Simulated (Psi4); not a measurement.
Pair of molecules, SMILES N with SMILES C=CF, pulled apart as rigid monomers along the line of their centres of mass from the B3LYP-D3(BJ)/def2-TZVP minimum (SMILES order as in the coordinates).
Starting geometry (charge 0, multiplicity 1):
```xyz
10

N     -0.028    -0.095     0.643
H      0.655     0.247     1.311
H      0.418    -0.825     0.099
H     -0.243     0.666     0.010
C     -1.007    -0.358     3.909
C      0.095     0.159     4.411
F      1.118     0.576     3.621
H     -1.143    -0.472     2.840
H     -1.787    -0.672     4.587
H      0.323     0.313     5.457
```

Calculation: SAPT0/jun-cc-pV(D+d)Z (Psi4).

```tsv
H2···F7 (Å)	electrostatics (kcal/mol)	exchange (kcal/mol)	induction (kcal/mol)	dispersion (kcal/mol)	total
2.14	-7.30	9.31	-1.83	-2.25	-2.07
2.38	-4.71	[?]	-0.98	-1.45	-2.73
2.73	-2.69	1.42	-0.41	-0.78	-2.46
3.32	-1.31	0.20	-0.11	-0.30	-1.52
4.27	-0.56	0.01	-0.02	[?]	-0.66
```

Question: What belongs in the gaps?

Answer: 
- 2.38, exchange (kcal/mol): 4.42
- 4.27, dispersion (kcal/mol): -0.08
